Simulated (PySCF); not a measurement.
**Structure revision by computed shifts**

A compound C8H14OSi gives the data below (simulated from a calculation) and was assigned the structure `CCOC1=C[SiH2][C@H]2C[C@@H]1C2`.

13C{1H} NMR (computed): δ 214.3 (CH), 91.5 (C), 86.8 (C), 50.6 (C), 26.4 (CH), 26.4 (CH3), 18.5 (CH3), 4.7 (CH3).

1H NMR (400 MHz, computed): δ 9.71 (s, 1H), 4.09 (d, 3H), 2.13 (s, 3H), 1.41 (s, 3H), 1.22 (d, 3H), 0.92 (m, 1H).

Isolated molecule, single conformer, no relativistic terms, rapidly exchanging positions averaged. Geometry: GFN2-xTB; NMR shieldings at PBE0/pcSseg-1/GIAO; PySCF 2.14.

Shifts are taken against calculated references (same method and geometry level): TMS for 1H (31.72 ppm), 13C (186.93 ppm).

Q: Compare with the shifts computed for the proposed structure, pairing carbons in order of shift.

A: Numbering as in the mapped SMILES `[CH3:1][CH2:2][O:3][C:4]1=[CH:5][SiH2:6][C@H:7]2[CH2:8][C@@H:9]1[CH2:10]2`. Each H is labelled by its parent atom.

```
atom  computed for proposal  given list  difference
  C4                  189.7       214.3       -24.6
  C5                   72.9        91.5       -18.6
  C2                   64.9        86.8       -21.9
  C9                   42.5        50.6        -8.1
  C8                   35.7        26.4        +9.3
 C10                   35.7        26.4        +9.3
  C7                   17.2        18.5        -1.3
  C1                   17.1         4.7       +12.4
```

The rms difference is 15.1 ppm and the largest -24.6 ppm at C4 (alkene carbon bearing oxygen). The proposal also would give 7 carbon signals, not 8. The carbon types in order of shift don't match either: C, CH, CH2, CH, CH2, CH2, CH, CH3 for the proposal against CH, C, C, C, CH, CH3, CH3, CH3 in the data. The proposal doesn't fit.

Q: Which isomer fits?

A: `O=C[C@@](C#CC)(C)[C@H](C)[SiH3]`.

Carbon types of the structure: 3 × C, 2 × CH, 3 × CH3, leaving 3 H on heteroatoms. δC 214.3: aldehyde carbonyl carbon; low-lying n→π* states of the double bond to the heteroatom give a large paramagnetic term (-280 ppm). δC 91.5, 86.8: alkyne carbon; the triple bond shields along its axis, which puts it between sp3 and sp2 carbons. δC 50.6: quaternary sp3 carbon α to a carbonyl; α to the electron-withdrawing carbonyl group. δH 9.71: hydrogen on an aldehyde carbonyl carbon; the formyl region, downfield of aromatic protons.

The shifts were computed for this structure.

Shifts are as computed. Against solution values, carbons near 30 ppm lie about +3 ppm off and those near 130 ppm about +5 ppm. Of 1309 compounds with measured shifts, 239 miss one by over three times the rms of a fit or turn the order of signals round; such compounds aren't used in these exercises. Multiplicities follow the n + 1 count of equivalent neighbours, as no J values were calculated; m marks all less simple cases, F and P coupling included.
